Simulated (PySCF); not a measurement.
**Fluorine: a sound run and one with changed settings**

Sound run: F⁺ [He] 2s2 2p4, F²⁺ [He] 2s2 2p3. Computed with PySCF 2.14 in aug-cc-pVDZ (4s3p2d, 23 functions), with the non-relativistic Hamiltonian (point nucleus). In the sound run the correlated levels freeze 1s2. The sound run starts from symmetry-adapted Hartree-Fock orbitals and uses a fine grid where one is needed.

Changed run: a valence shell is frozen. This setting is unsound on purpose.

```
species   method  sound run (hartree)  changed run (hartree)  converged
     F⁺      MP2            -98.90483              -98.85110        yes
     F⁺  CCSD(T)            -98.92111              -98.85786        yes
    F²⁺      MP2            -97.64639              -97.59158        yes
    F²⁺  CCSD(T)            -97.66139              -97.59424        yes
```

Ionisation energy of F⁺:

| method | sound run (eV) | changed run (eV) |
| --- | --- | --- |
| UHF | 33.353 | 33.353 |
| MP2 | 34.244 | 34.273 |
| SCS-MP2 | 34.249 | 34.389 |
| CCSD | 34.259 | 34.375 |
| CCSD(T) | 34.279 | 34.385 |

Freezing a valence shell removes pair correlation that changes on ionisation.

For comparison, NIST gives 34.971 eV between the lowest levels.
